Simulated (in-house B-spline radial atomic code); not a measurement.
Computed with a B-spline radial atomic code. Model: two electrons, singlet ground state, non-relativistic, full CI in B-splines with partial waves to l = 8 (at full coupling up to 3e-4 hartree above the limit, correlation up to 0.6 % small), density held at that of full coupling by Lieb maximisation.

Along the adiabatic connection the electron repulsion is scaled by a coupling λ while a local potential keeps the density fixed. At λ = 0 the system is the Kohn-Sham one and W equals the exchange energy; the exchange-correlation energy is the area under W between 0 and 1. The kinetic energy rises with λ as the electrons avoid each other, with dT/dλ = −λ dW/dλ.

Command:
```bash
python run_ac.py task.json out
```
Settings (lengths in bohr, energies in hartree):
```
potential              coulomb
strength               0.562
lmax                   8
wall_radius            1.95
```

Cost of the run: 4.8 s on 1 thread of Intel(R) Xeon(R) Processor @ 2.30GHz (shared host).

**W = mean repulsion less Hartree energy, and W of three functionals.**

Given: confinement point charge; nuclear charge 0.562; hard wall radius 1.95 bohr; external potential -Z/r.

Computed: PBE exchange minus exact 42.548 millihartree; SCAN exchange minus exact -3.5275 millihartree.

```tsv
coupling	W xc (hartree)	W xc minus exchange (millihartree)	kinetic minus Kohn-Sham (millihartree)	LDA (PW92) W minus its exchange (millihartree)	PBE W minus its exchange (millihartree)	SCAN W minus its exchange (millihartree)
0	-0.9469	0	0	0	0	0
0.02	-0.94899	-2.087	0.02	-11.91	-3.37	-1.94
0.05	-0.95208	-5.177	0.13	-24.34	-8.3	-4.77
0.12	-0.9591	-12.2	0.72	-46.47	-19.15	-11.16
0.25	?	?	?	?	?	?
0.4	-0.98477	-37.868	7.31	-104.87	-55.67	-34.3
0.6	-1.001	-54.088	15.4	-134.6	-77.12	-49.01
0.8	-1.0157	-68.784	25.66	-159.25	-95.9	-62.5
1	-1.029	-82.138	37.66	-180.42	-112.63	-74.92
1.4	-1.0523	-105.44	65.47	-215.58	-141.4	-97.12
2	-1.0806	-133.68	113.13	-256.54	-176.2	-125.11
3	-1.1153	-168.45	199.03	-306.4	-219.97	-161.57
4.5	-1.1504	-203.46	328.42	-357.74	-266.27	-200.76
7	?	?	?	?	?	?
10	-1.2116	-264.68	743.79	-455.19	-356.48	-273.34
```

(1) What belongs in the row 0.25?

(2) What belongs in the row 7?

(3) What is the LDA exchange minus exact?

**Energy parts, natural occupations and partial-wave weights.**

Computed: total energy 2.0338 hartree; exchange energy -0.9469 hartree; kinetic part of the DFT correlation energy 0.037655 hartree; initial slope twice GL2 -0.10492 hartree; kinetic part over minus potential part 0.45844; Kohn-Sham kinetic 2.6242 hartree; Lieb Oxford ratio E_xc over LDA exchange 1.2164.

| natural | occupation of the shell (electrons) |
| --- | --- |
| s | 1.9798 |
| p | 0.018431 |
| s | ? |
| d | 0.00067182 |
| p | 0.00010633 |
| f | 8.4428e-05 |

(4) What belongs in the row s?

```csv
wave,weight
s,0.99032
p,0.0092715
d,?
f,4.5486e-05
g,1.0273e-05
```

(5) What belongs in the row d?

(6) What is the Hartree energy?

(7) What is the correlation energy?

Results:

(1) W xc (hartree): -0.97148; W xc minus exchange (millihartree): -24.579; kinetic minus Kohn-Sham (millihartree): 3.01; LDA (PW92) W minus its exchange (millihartree): -77.24; PBE W minus its exchange (millihartree): -37.28; SCAN W minus its exchange (millihartree): -22.32.

(2) W xc (hartree): -1.186; W xc minus exchange (millihartree): -239.07; kinetic minus Kohn-Sham (millihartree): 529.11; LDA (PW92) W minus its exchange (millihartree): -412.85; PBE W minus its exchange (millihartree): -316.99; SCAN W minus its exchange (millihartree): -242.77.

(3) 131.87 millihartree.

(4) occupation of the shell (electrons): 0.00079451.

(5) weight: 0.00034776.

(6) 1.8938 hartree.

(7) -0.044483 hartree.

Half-way to full coupling W has made 56 % of its drop, against 50 % for a straight line, and second-order (GL2) theory, half the initial slope, overshoots the correlation energy by about 18 %: a moderate bend, as in light atoms. Over couplings 0 to 1 the errors in E_xc come to about +64 millihartree for LDA, +24 millihartree for PBE, +0.5 millihartree for SCAN, so SCAN is nearest. In LDA and PBE and SCAN the errors of exchange and correlation have opposite signs, so the sum is smaller than the larger of the two.
